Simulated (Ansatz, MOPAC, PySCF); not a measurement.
H2S (SMILES S) and CH5N (SMILES CN) are pulled apart as rigid monomers along the line of their centres of mass, from the B3LYP-D3(BJ)/def2-TZVP minimum. Starting geometry (charge 0, multiplicity 1):
```xyz
10

S      0.299     0.131    -0.131
H      0.513     0.258     1.209
H      0.577    -1.182    -0.125
C     -0.694    -0.375     3.638
N      0.512     0.375     3.279
H     -0.582    -1.408     3.309
H     -1.546     0.044     3.103
H     -0.925    -0.379     4.710
H      1.333    -0.010     3.731
H      0.438     1.344     3.566
```

Interaction energies with rigid monomers; basis-set methods are counterpoise corrected unless marked otherwise.

Frozen-core correlation. Rows in 6-31G* carry no dispersion term and start afresh at each structure (6-31G* with six Cartesian d functions). The state that PM6 reach isn't checked.

Codes used: Ansatz (Gaussian orbitals); MOPAC for PM6 (differences of heats of formation); PySCF for 6-31G* rows, the dispersion terms. Values without a source in brackets are computed.

```json
[
 {"H2···N5 (Å)": "1.87", "PM6 (kcal/mol)": "-3.68", "HF/6-31G* (kcal/mol)": "0.13", "B3LYP-D3(BJ)/def2-TZVPPD (kcal/mol)": "-4.20", "SCS-MP2/aug-cc-pV(D+d)Z (kcal/mol)": "-1.54", "CCSD(T)/aug-cc-pV(D+d)Z (kcal/mol)": "-2.03"},
 {"H2···N5 (Å)": "2.07", "PM6 (kcal/mol)": "-3.99", "HF/6-31G* (kcal/mol)": "-1.89", "B3LYP-D3(BJ)/def2-TZVPPD (kcal/mol)": "-4.79", "SCS-MP2/aug-cc-pV(D+d)Z (kcal/mol)": "-2.92", "CCSD(T)/aug-cc-pV(D+d)Z (kcal/mol)": "-3.33"},
 {"H2···N5 (Å)": "2.38", "PM6 (kcal/mol)": "?", "HF/6-31G* (kcal/mol)": "-2.53", "B3LYP-D3(BJ)/def2-TZVPPD (kcal/mol)": "-4.23", "SCS-MP2/aug-cc-pV(D+d)Z (kcal/mol)": "-3.19", "CCSD(T)/aug-cc-pV(D+d)Z (kcal/mol)": "-3.50"},
 {"H2···N5 (Å)": "2.90", "PM6 (kcal/mol)": "-2.25", "HF/6-31G* (kcal/mol)": "-1.89", "B3LYP-D3(BJ)/def2-TZVPPD (kcal/mol)": "-2.61", "SCS-MP2/aug-cc-pV(D+d)Z (kcal/mol)": "?", "CCSD(T)/aug-cc-pV(D+d)Z (kcal/mol)": "-2.43"},
 {"H2···N5 (Å)": "3.72", "PM6 (kcal/mol)": "-1.08", "HF/6-31G* (kcal/mol)": "-0.94", "B3LYP-D3(BJ)/def2-TZVPPD (kcal/mol)": "-1.06", "SCS-MP2/aug-cc-pV(D+d)Z (kcal/mol)": "-1.07", "CCSD(T)/aug-cc-pV(D+d)Z (kcal/mol)": "-1.10"}
]
```

Question: Some entries are withheld; supply them.

Answer: 
- 2.38, PM6 (kcal/mol): -3.54
- 2.90, SCS-MP2/aug-cc-pV(D+d)Z (kcal/mol): -2.29

Ansatz is an electronic-structure program.
